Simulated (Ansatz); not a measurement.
Input for Ansatz (a program for electronic structure): R-B3LYP/def2-TZVPP on H2Se2 (SMILES [SeH][SeH]), a point of a torsion scan.

Ansatz 0.2 input:
```yaml
crystal:
  periodic: [false, false, false]
  atoms:
    - {symbol: Se, position_ang: [-1.08338494, 0.57165845, 0.42203186]}
    - {symbol: Se, position_ang: [1.08090590, 0.60331839, -0.42626112]}
    - {symbol: H, position_ang: [-1.51437201, -0.60410747, -0.31021712]}
    - {symbol: H, position_ang: [1.19172815, -0.83159297, -0.60825150]}
basis:
  gaussian:
    orbitals: def2-TZVPP
hamiltonian:
  xc: {name: B3LYP}
scf: {lower_state_search: off}
```

The head of its log:

```
WARN ansatz: RAYON_NUM_THREADS=1 ignored (pool sized by the plan → 1); use --threads N
Functional definition: B3LYP
these checks for a lower state are left out or cut short: stability, starts, cluster_reference, orbital_swaps, neighbouring_geometries, increment
integrals: 0.05 GiB planned
936 factors; their error is unknown
mean field: 0.48 GiB planned
mean field evaluation 1: about -130733.0392 eV, gradient 1.2e1 eV
mean field evaluation 2: about -130733.2337 eV, gradient 5.8e0 eV
```

### Question
What total energy does the run end on?

### Answer
-4804.3840 hartree.
